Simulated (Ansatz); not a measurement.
C3H11BrOSi2, SMILES `CC[Si](C)(Br)O[SiH3]`, relaxed with RKS PBE-D4/def2-SVP in the Gaussian-basis code of Ansatz from a rough embedded geometry. The force threshold is 0.03 eV/Å; the program also tests the step.

The species carries charge 0 and has multiplicity 1.

Start:

```xyz
18

C    -1.185   -1.980   -0.826
C    -1.240   -0.547   -1.253
Si   -0.004    0.594   -0.391
C     1.698    0.103   -0.891
Br   -0.319    2.615   -1.312
O    -0.302    0.723    1.216
Si    0.362    1.400    2.548
H    -1.996   -2.572   -1.328
H    -0.238   -2.404   -0.935
H    -1.425   -2.028    0.306
H    -2.241   -0.124   -1.091
H    -1.064   -0.512   -2.349
H     1.937   -0.910   -0.343
H     2.467    0.813   -0.398
H     1.896    0.020   -1.911
H     0.345    2.897    2.466
H    -0.449    0.988    3.754
H     1.758    0.924    2.738
```

How much energy does the relaxation release, and in how many steps? (Best estimate.)

The calculation gave: 54.02 kJ/mol, in 23 steps.

Which bonds change most? (An estimate is asked.)

Computed: C4–H13 from 1.177 to 1.110 Å; C1–H9 from 1.044 to 1.110 Å; C4–H15 from 1.043 to 1.108 Å; C1–H10 from 1.158 to 1.109 Å.

Give the relaxed structure. (Best estimate.)

The calculation gave: 
```xyz
18

C    -1.311   -1.912   -0.758
C    -1.247   -0.455   -1.243
Si    0.147    0.529   -0.457
C     1.866   -0.084   -0.885
Br   -0.012    2.684   -1.143
O    -0.071    0.495    1.203
Si    0.245    1.447    2.551
H    -2.161   -2.457   -1.218
H    -0.388   -2.473   -1.013
H    -1.435   -1.964    0.342
H    -2.194    0.080   -1.017
H    -1.122   -0.400   -2.346
H     1.994   -1.131   -0.538
H     2.638    0.541   -0.394
H     2.036   -0.051   -1.979
H    -0.675    2.637    2.590
H     0.016    0.587    3.762
H     1.675    1.928    2.543
```
